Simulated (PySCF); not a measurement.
**Polarisability and C₆ of Sb(2+) (antimony, charge +2)**

[Kr] 4d10 5s2 5p1, 2P determinant. Computed with PySCF 2.14 in aug-cc-pVTZ-PP with one added diffuse shell each of d, f type with ECP28MDF (6s5p5d3f, 67 functions), with a scalar-relativistic core potential. Coupled (time-dependent) response in atomic units; α is the mean over directions.

```tsv
method	mean α (bohr³)	α xx, yy, zz	C₆ (like pair)	S(−4)
UHF	16.91	16.93, 16.89, 16.93	102.5	87.06
PBE	15.50	15.17, 16.15, 15.17	91.69	71.56
PBE0	15.75	15.54, 16.17, 15.54	93.64	73.73
BLYP	15.30	14.93, 16.02, 14.93	89.93	69.94
wB97M-V	15.67	15.66, 15.69, 15.66	92.08	74.68
```

S(−4) is the Cauchy moment in α(ω) = α(0) + S(−4) ω² + …

Spin-orbit coupling is absent.

α(iu) at PBE:

```csv
u (hartree),α(iu) (bohr³)
0,15.50
0.0500,15.32
0.100,14.82
0.200,13.12
0.300,11.09
0.500,7.618
0.750,4.974
1.00,3.510
1.50,2.069
2.00,1.390
3.00,0.7593
5.00,0.3238
```

For an ion, C₆ is the dispersion term alone; charge-induced terms of lower order in 1/R come first.

The components differ because the open shell of this determinant is not spherical; for a pure term their mean is the scalar polarisability.

Energies and moments cover only the electrons outside the core potential.
